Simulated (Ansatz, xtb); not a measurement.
## Two isomers of CH8GaSbSi

We compare I, `[CH3][GaH][SiH2][SbH2]`, a singlet, with II, `C[Si@H]([GaH2])[SbH2]`, a singlet. Both are isolated molecules in the gas phase, relaxed with BLYP-D3(BJ)/def2-SVP; the shapes shown needn't be the lowest conformers.

I (Å):

```xyz
12

C    -0.1186   -1.2110    0.8191
Ga    0.5815    0.5932    0.3195
Sb    4.0190    0.0845   -0.4581
Si    1.8049    0.8909   -1.7226
H    -1.2261   -1.2035    0.7387
H     0.1426   -1.4553    1.8677
H     0.2739   -2.0003    0.1500
H     0.5468    1.8180    1.3314
H     1.6254   -0.0506   -2.8798
H     2.0864    2.2673   -2.2553
H     3.1933    0.2787    1.0839
H     3.4555   -1.5620   -0.5400
```

II (Å):

```xyz
12

C     0.0636   -1.2201    1.1613
Ga    1.2589    0.3283   -2.0217
Sb    3.5537    0.0241    0.5243
Si    0.8938    0.2881    0.3397
H    -1.0393   -1.1544    1.0615
H     0.3099   -1.2816    2.2402
H     0.3941   -2.1578    0.6718
H     0.5505    1.5528    1.0747
H     1.6586    1.6692   -2.7615
H     1.3151   -1.0672   -2.7766
H     3.6165   -0.2047   -1.2268
H     3.7549    1.7379    0.3046
```

Problem. Which of the two would you expect CCSD(T)/def2-SVP + ΔMP2/def2-TZVPP electronic energies to favour?

Solution. Too close to call at this level: CCSD(T)/def2-SVP + ΔMP2/def2-TZVPP gives E(II) − E(I) = −0.20 kcal/mol.

How the difference moves with the method:

| level | geometry | E(II) − E(I) (kcal/mol) | departure from the last row (kcal/mol) | job, with rough time for the two |
| --- | --- | --- | --- | --- |
| BLYP-D3(BJ)/def2-SVP | BLYP-D3(BJ)/def2-SVP | −0.95 | −0.75 | optimisation, 2.1 min |
| HF/def2-SVP | BLYP-D3(BJ)/def2-SVP | −0.06 | +0.15 | part of the CCSD(T) run |
| MP2/def2-SVP | BLYP-D3(BJ)/def2-SVP | −0.20 | 0.00 | part of the CCSD(T) run |
| CCSD(T)/def2-SVP | BLYP-D3(BJ)/def2-SVP | −0.14 | +0.06 | single point |
| CCSD(T)/def2-SVP + ΔMP2/def2-TZVPP | BLYP-D3(BJ)/def2-SVP | −0.20 |  | single point, 74 s |

As drawn, II has 1 C–Si, 1 Ga–H in place of 1 C–Ga, 1 Si–H.

The largest departure from CCSD(T)/def2-SVP + ΔMP2/def2-TZVPP is that of BLYP-D3(BJ)/def2-SVP, 0.75 kcal/mol. Levels run at GFN2-xTB geometries aren't shown. The last row adds to CCSD(T) the change of the MP2 difference between the two basis sets, here −0.06 kcal/mol.

With harmonic frequencies from BLYP-D3(BJ)/def2-SVP (ideal gas, rigid rotor, one conformer each, 200 K, 1 atm): on the last row, ΔE + ΔZPE = −0.17 kcal/mol. A mode under 50 cm⁻¹ makes harmonic enthalpies and free energies unreliable, so none is given.

The correlated steps freeze 19 core orbitals; the filled d shell of Ga and Sb is correlated, in a basis made for valence electrons. Atoms past krypton carry core potentials in the def2 sets and no spin–orbit term is included. Run with Ansatz 0.2.0; the last row on 2 threads of Intel(R) Xeon(R) Platinum 8259CL CPU @ 2.50GHz (Skylake/Cascade Lake) on a shared host.
